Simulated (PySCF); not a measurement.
C2H10N2OSi2.
Atom-mapped SMILES: `[NH2:1][SiH2:2][C:3](=[O:4])[NH:5][CH2:6][SiH3:7]` (hydrogens: H8, H9 on N1; H10, H11 on Si2; H12 on N5; H13, H14 on C6; H15, H16, H17 on Si7)

Computed, not measured: TDDFT wB97X-D/def2-SVPD, vertical, gas phase, core orbitals frozen in the response in PySCF 2.14.0, density-fitted response routines. The structure is a single GFN2-xTB conformer in the gas phase; no vibrational or solvent corrections. Torsions of this conformer, `[NH2:1][SiH2:2][C:3](=[O:4])[NH:5][CH2:6][SiH3:7]`: N1–Si2–C3–O4 -20°, Si2–C3–N5–C6 179°, C3–N5–C6–Si7 1°, H–N1–Si2–C3 168°, H–N1–Si2–C3 20°.

Computed states:

```csv
state,E (eV),f
S1,5.25,0.0038
S2,6.35,0.013
S3,6.61,0.045
S4,6.73,0.052
S5,7.03,0.035
S6,7.05,0.0075
S7,7.11,0.042
S8,7.34,0.0031
```

Each state is given a Gaussian of 0.5 eV full width at half maximum, with ε(max) = 2.175×10⁸ f / Δν̃ (Δν̃ the width in cm⁻¹). The width is an assumption, not a result. The curve ends short of the highest state used, and states not computed would add to its high-energy end.

Problem. Give the broadened spectrum and its maxima.

Solution. 
```
λ (nm)  ε (L mol⁻¹ cm⁻¹)
 184.0              6276
 187.9              5483
 191.9              3871
 195.9              2231
 199.8              1114
 203.8               473
 207.8               172
 211.8                56
 215.7                27
 219.7                41
 223.7                81
 227.7               136
 231.6               183
 235.6               205
 239.6               191
 243.6               153
 247.5               106
 251.5                64
 255.5                35
 259.4                17
 263.4                 8
 267.4                 3
 271.4                 1
 275.3                 0
```

Maxima: 236 nm (5.25 eV), ε about 200, made up of S1 (100%) (ε in L mol⁻¹ cm⁻¹; maxima over ε = 5, shares over 10%). At its high-energy end, 6.74 eV, the curve is still rising (ε about 6300, from S3, S4 and S5).

Problem. On this curve, what absorbance would a 10⁻³ mol/L sample give at 254 nm over a 1 cm path?

Solution. 254 nm is 4.881 eV, where ε is about 44 L mol⁻¹ cm⁻¹, so A = ε c l ≈ 0.044 (Beer–Lambert, with the gas-phase spectrum and the assumed width).

Problem. What would ε be at 5.25 eV, the highest of these maxima, with half the width (0.25 eV)?

Solution. About 410 L mol⁻¹ cm⁻¹ against 205, a factor of about 2.00; a lone state at its own centre would give exactly 2.

Problem. Coming from long wavelengths, where does ε first pass 100 L mol⁻¹ cm⁻¹?

Solution. At about 248 nm (5.00 eV), 0.25 eV below S1.
